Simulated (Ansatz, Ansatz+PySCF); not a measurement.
```xyz
5

N     0.0000    0.0000   -1.3028
H     0.8693    0.0000   -1.6671
H    -0.4347    0.7529   -1.6671
H    -0.4347   -0.7529   -1.6671
Cu    0.0000    0.0000    0.4869
```

RHF on singlet CuNH3(+) was run in several spherical basis sets with Ansatz (development build ahead of 0.2.0). Caution for RHF: no unrestricted run beside it, a lower state can exist.

Question: Rank the basis sets by the total energy that they give, lowest first, with the distance from the lowest.
A. cc-pVTZ
B. 6-31G(d)
C. cc-pVDZ
D. def2-TZVP
E. def2-SVP

Answer: A (0.00 eV), C (0.61 eV), D (1.12 eV), E (9.14 eV), B (10.35 eV).

Totals follow the description of the cores as much as that of the bonds, so this order isn't one of quality for chemistry.
